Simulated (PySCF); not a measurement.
Symmetry of computed structures. Computed with PBE0/pcSseg-1 in PySCF (dipole) on a GFN2-xTB geometry, gas phase. The symmetry is that of the one conformer found, every atom within 0.08 Å of its image; none is proved a minimum here.

`[CH2:1]1[CH2:2][C@@H:3]2[C@@H:4]3[CH2:5][CH2:6][C@@H:7]([CH2:8]3)[C@@H:9]2[CH2:10]1` with C10–C1–C2–C3 29°, C1–C2–C3–C4 97°, C2–C3–C4–C5 -47°, C3–C4–C5–C6 -70°: symmetry, top, dipole?

Cs; asymmetric top; symmetry number 1; 2 operations, which sort the 26 atoms into 16 sets; dipole 0.12 D, in the ac plane, which is the mirror; heavy atoms equivalent by symmetry: C2/C10, C3/C9, C4/C7, C5/C6.

Point group, rotor type and polarity of `[CH2:1]1[CH2:2][C@@H:3]2[CH2:4][C@@H:5]2[C@@H:6]([CH:7]2[CH2:8][CH2:9]2)[CH2:10]1` with C5–C6–C7–C8 -156°, C10–C1–C2–C3 -51°, C1–C2–C3–C4 90°, C2–C3–C4–C5 -110°, C3–C4–C5–C6 111°?

C1; asymmetric top; symmetry number 1; this conformer is chiral (no improper operation); dipole 0.19 D; A, B, C = 2433, 975.6, 808.7 MHz.

`[CH2:1]=[CH:2][CH2:3]/[C:4](=[CH:5]/[CH2:6][CH3:7])[C:8](=[CH2:9])[CH3:10]` with C1–C2–C3–C4 126°, C2–C3–C4–C5 89°, C4–C5–C6–C7 -115°, C3–C4–C8–C9 -107°: symmetry, top, dipole?

C1; asymmetric top; symmetry number 1; this conformer is chiral (no improper operation); dipole 0.31 D; A, B, C = 1937, 805.8, 658.0 MHz.

What symmetry has `[CH3:1][C@:2]12[CH2:3][C@:4]([CH:5]3[CH2:6][CH2:7][CH2:8]3)([CH2:9]1)[CH2:10]2` with C3–C4–C5–C6 173°, C1–C2–C3–C4 180°, C2–C3–C4–C5 179°, C4–C5–C6–C7 -131°, C5–C6–C7–C8 11°?

Cs; near-prolate asymmetric top; symmetry number 1; 2 operations, which sort the 26 atoms into 18 sets; dipole 0.11 D, in the ac plane, which is the mirror; A, B, C = 3608, 779.8, 753.7 MHz; heavy atoms equivalent by symmetry: C3/C9, C6/C8.

What symmetry has `[F:1][CH2:2][CH2:3][CH:4]1[CH:5]=[CH:6][CH2:7][CH:8]=[CH:9]1` with F1–C2–C3–C4 180°, C2–C3–C4–C5 62°?

Cs; near-prolate asymmetric top; symmetry number 1; 2 operations, which sort the 20 atoms into 14 sets; dipole 2.14 D, in the ac plane, which is the mirror; heavy atoms equivalent by symmetry: C5/C9, C6/C8.
